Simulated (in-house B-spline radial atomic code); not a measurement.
How numerical settings move a run on Al³⁺, [He] 2s2 2p6. Computed with an all-electron radial atomic-structure program (B-spline basis): non-relativistic RPBE, spin-polarised, spherical fractional occupations, point nucleus.

Command:
```bash
python run_scf.py task.json out
```
Settings of the sound reference run:
```
Z                13
electrons        10
configuration    [He] 2s2 2p6
hamiltonian      nr
method           rpbe,pbe
spin_polarised   True
knot_spacing     0.22
spline_order     8
gauss_points     12
box_radius       16.22
max_iterations   70
damping          0.5
damped_steps     3
diis_vectors     10
tolerance        1e-08
start            Thomas-Fermi
```

Cost of the run: 0.11 s on 1 thread of Intel(R) Xeon(R) 6975P-C, with other jobs on the host.

It converges in 8 iterations to -240.384063 hartree, with 2p up at -104.075 eV. The other runs change the listed settings, some to values that make no sense; their results aren't properties of the atom or ion. Radii are in bohr (the nuclear one in fm), a minus after a letter asks for a j subshell, and «unchanged» means within 1e-8 hartree. The run stops when the residual is below 10 × tolerance × max(1, Z/10), or a noise floor if that is larger, and the energy moves by less than 1e-8 × √|E| hartree; so very loose and very tight tolerances often act alike.

```tsv
changed settings	outcome
spline_order = 6, first_knot = 7.69e-05, max_iterations = 100, damped_steps = 30, diis_vectors = 4	converged in 13 iterations, energy +9.15e-08 hartree from the reference, 2p up level +3.9e-05 eV
spline_order = 6	converged in 8 iterations, energy -6.25e-07 hartree from the reference, 2p up level +3.1e-05 eV
electrons = 11, configuration = [He] 2s2 2p6 3s-1, max_iterations = 75	stopped with error: j subshells need the Dirac Hamiltonian and l > 0
knot_spacing = 0.3, gauss_points = 8, box_radius = 32.44, max_iterations = 60	converged in 8 iterations, energy +2.03e-06 hartree from the reference, 2p up level +1.2e-04 eV
spline_order = 10	converged in 8 iterations, energy +1.30e-07 hartree from the reference, 2p up level +5.9e-05 eV
damped_steps = 1	converged in 7 iterations, energy unchanged, 2p up level +3.0e-06 eV
knot_spacing = 0.75, max_iterations = 50, diis_vectors = 1, tolerance = 1e-13, start = bare nucleus	converged in 37 iterations, energy +6.23e-02 hartree from the reference, 2p up level -6.0e-02 eV
box_radius = 0.65	converged in 7 iterations, energy +6.13e+01 hartree from the reference, 2p up level +3.0e+02 eV (the program warns: 2p up has a positive eigenvalue: unbound, held by the box; 2s up has a positive eigenvalue: unbound, held by the box)
spline_order = 4	converged in 8 iterations, energy +4.92e-05 hartree from the reference, 2p up level +4.3e-05 eV
box_radius = 8.11, max_iterations = 100, damped_steps = 0, diis_vectors = 0, tolerance = 1e-10	converged in 23 iterations, energy -1.20e-07 hartree from the reference, 2p up level +5.6e-06 eV
box_radius = 4.87	converged in 8 iterations, energy -4.56e-07 hartree from the reference, 2p up level +2.7e-05 eV
box_radius = 1.62	converged in 8 iterations, energy +5.99e-01 hartree from the reference, 2p up level +8.3e+00 eV (the program warns: 2p up reaches the box edge; 2s up reaches the box edge)
box_radius = 0.97	converged in 8 iterations, energy +1.21e+01 hartree from the reference, 2p up level +8.5e+01 eV (the program warns: 2p up reaches the box edge; 1s up reaches the box edge)
box_radius = 8.11	converged in 8 iterations, energy -1.20e-07 hartree from the reference, 2p up level +3.7e-06 eV
gauss_points = 5, box_radius = 8.11, max_iterations = 50, diis_vectors = 2	converged in 9 iterations, energy -1.20e-07 hartree from the reference, 2p up level +5.5e-06 eV
box_radius = 64.88	converged in 8 iterations, energy +1.34e-08 hartree from the reference, 2p up level -3.9e-07 eV
spline_order = 7	converged in 8 iterations, energy +2.51e-07 hartree from the reference, 2p up level +7.5e-05 eV
```

Q: What happens with hamiltonian = dirac, method = hf, nucleus = fermi, rms_radius = 3.061, mass_number = 27, atomic_mass = 26.98154, speed_of_light = 137.036?

A: Stopped with error: spin polarisation is not served with the Dirac Hamiltonian.

Q: What happens with spline_order = 5?

A: Converged in 8 iterations, energy +2.08e-06 hartree from the reference.

Q: What happens with spline_order = 3?

A: Converged in 8 iterations, energy +3.79e-03 hartree from the reference, 2p up level -3.3e-03 eV.

Q: What happens with box_radius = 3.24?

A: Converged in 8 iterations, energy +2.77e-04 hartree from the reference, 2p up level +1.2e-02 eV (the program warns: 2p up reaches the box edge; 2s up reaches the box edge).
